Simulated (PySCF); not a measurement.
Can point charges reproduce the dipole moment of `[SiH3]N([SiH3])[SiH2]C#CC1CC1`?

Coordinates (GFN2-xTB, Å) and charges (e) from the PBE0/pcSseg-1 density (PySCF):

```json
{"atom": "Si1", "x": "-1.368", "y": "0.547", "z": "1.849", "Mulliken": "+0.6305", "IAO": "+0.7359", "Hirshfeld": "+0.3397", "ESP-fitted": "+0.3646"}
{"atom": "N2", "x": "-2.056", "y": "0.872", "z": "0.281", "Mulliken": "-1.0756", "IAO": "-1.0293", "Hirshfeld": "-0.3428", "ESP-fitted": "-0.4380"}
{"atom": "Si3", "x": "-3.784", "y": "1.004", "z": "0.100", "Mulliken": "+0.6274", "IAO": "+0.7363", "Hirshfeld": "+0.3462", "ESP-fitted": "+0.4469"}
{"atom": "Si4", "x": "-1.028", "y": "1.477", "z": "-1.004", "Mulliken": "+0.8077", "IAO": "+0.8965", "Hirshfeld": "+0.3768", "ESP-fitted": "+0.4850"}
{"atom": "C5", "x": "0.550", "y": "0.526", "z": "-1.020", "Mulliken": "-0.4651", "IAO": "-0.3919", "Hirshfeld": "-0.1774", "ESP-fitted": "-0.2599"}
{"atom": "C6", "x": "1.583", "y": "-0.097", "z": "-1.055", "Mulliken": "+0.1837", "IAO": "+0.0094", "Hirshfeld": "-0.0163", "ESP-fitted": "-0.0850"}
{"atom": "C7", "x": "2.792", "y": "-0.855", "z": "-1.046", "Mulliken": "-0.3361", "IAO": "-0.1551", "Hirshfeld": "-0.0266", "ESP-fitted": "-0.0112"}
{"atom": "C8", "x": "2.743", "y": "-2.293", "z": "-0.593", "Mulliken": "-0.1760", "IAO": "-0.2760", "Hirshfeld": "-0.0749", "ESP-fitted": "-0.3013"}
{"atom": "C9", "x": "3.383", "y": "-1.264", "z": "0.280", "Mulliken": "-0.1800", "IAO": "-0.2757", "Hirshfeld": "-0.0748", "ESP-fitted": "-0.2714"}
{"atom": "H10", "x": "-1.204", "y": "1.793", "z": "2.608", "Mulliken": "-0.0892", "IAO": "-0.1462", "Hirshfeld": "-0.0850", "ESP-fitted": "-0.0952"}
{"atom": "H11", "x": "-2.281", "y": "-0.349", "z": "2.556", "Mulliken": "-0.0979", "IAO": "-0.1262", "Hirshfeld": "-0.0766", "ESP-fitted": "-0.0855"}
{"atom": "H12", "x": "-0.070", "y": "-0.090", "z": "1.647", "Mulliken": "-0.0925", "IAO": "-0.1210", "Hirshfeld": "-0.0780", "ESP-fitted": "-0.0296"}
{"atom": "H13", "x": "-4.228", "y": "2.378", "z": "0.368", "Mulliken": "-0.0894", "IAO": "-0.1467", "Hirshfeld": "-0.0846", "ESP-fitted": "-0.1068"}
{"atom": "H14", "x": "-4.116", "y": "0.636", "z": "-1.276", "Mulliken": "-0.0899", "IAO": "-0.1252", "Hirshfeld": "-0.0759", "ESP-fitted": "-0.1003"}
{"atom": "H15", "x": "-4.406", "y": "0.083", "z": "1.048", "Mulliken": "-0.0943", "IAO": "-0.1229", "Hirshfeld": "-0.0740", "ESP-fitted": "-0.0885"}
{"atom": "H16", "x": "-0.738", "y": "2.902", "z": "-0.783", "Mulliken": "-0.0842", "IAO": "-0.1432", "Hirshfeld": "-0.0800", "ESP-fitted": "-0.0924"}
{"atom": "H17", "x": "-1.735", "y": "1.259", "z": "-2.268", "Mulliken": "-0.0983", "IAO": "-0.1236", "Hirshfeld": "-0.0723", "ESP-fitted": "-0.0819"}
{"atom": "H18", "x": "3.480", "y": "-0.604", "z": "-1.846", "Mulliken": "+0.1538", "IAO": "+0.1717", "Hirshfeld": "+0.0620", "ESP-fitted": "+0.1540"}
{"atom": "H19", "x": "3.371", "y": "-3.006", "z": "-1.105", "Mulliken": "+0.1356", "IAO": "+0.1556", "Hirshfeld": "+0.0541", "ESP-fitted": "+0.1451"}
{"atom": "H20", "x": "1.783", "y": "-2.686", "z": "-0.292", "Mulliken": "+0.1438", "IAO": "+0.1613", "Hirshfeld": "+0.0538", "ESP-fitted": "+0.1668"}
{"atom": "H21", "x": "4.459", "y": "-1.259", "z": "0.376", "Mulliken": "+0.1356", "IAO": "+0.1557", "Hirshfeld": "+0.0541", "ESP-fitted": "+0.1415"}
{"atom": "H22", "x": "2.861", "y": "-0.958", "z": "1.174", "Mulliken": "+0.1503", "IAO": "+0.1606", "Hirshfeld": "+0.0527", "ESP-fitted": "+0.1433"}
```

Form Σ q r in debye for every column and set it beside the full dipole.

The full density gives (1.47, -1.10, 0.19) D, 1.84 D in size; dipole vectors point from the negative to the positive end.

```csv
scheme,μx,μy,μz,size (D),share of the full size (%),angle to the full dipole (°)
Mulliken,0.80,-0.37,0.91,1.27,69,41
IAO,0.53,-0.46,0.29,0.76,41,17
Hirshfeld,1.13,-0.83,-0.01,1.40,76,6
ESP-fitted,1.43,-1.10,0.21,1.82,99,1
```

Which set comes closest?

Length of the difference vector: ESP-fitted 0.04 D, Hirshfeld 0.48 D, IAO 1.14 D, Mulliken 1.22 D. Closest: ESP-fitted. ESP charges are fitted to the potential around the molecule, whose slowest-falling term is the dipole's. 

What is left for the Hirshfeld atoms' own dipoles?

The shares of the density sum to the whole, so what Σ q r misses lies in dipoles about the nuclei. The atomic dipoles sum to (1.47, -1.10, 0.19) − (1.13, -0.83, -0.01) = (0.34, -0.27, 0.20) D, 0.48 D in size.

With the origin at the mean of the coordinates, (0.000, 0.001, 0.000) Å, which are the largest single terms, by size, of the ESP-fitted dipole along the direction of the full one?

Si3 -7.73, C8 -5.05, C9 -4.53, N2 +4.47, Si4 -4.20 D; all 22 atoms together +1.82 D. The single terms depend on the origin, their sum doesn't.

Give the size of the full dipole in other units.

1.84 D = 0.725 au = 0.384 e·Å = 6.15 × 10⁻³⁰ C·m.

The structure is a single GFN2-xTB conformer in the gas phase; no vibrational or solvent corrections. GFN2-xTB frequencies show an imaginary mode (31i cm⁻¹), so this geometry is no minimum at that level.

The values belong to the conformer `[SiH3:1][N:2]([SiH3:3])[SiH2:4][C:5]#[C:6][CH:7]1[CH2:8][CH2:9]1`: Si1–N2–Si4–C5 44°.
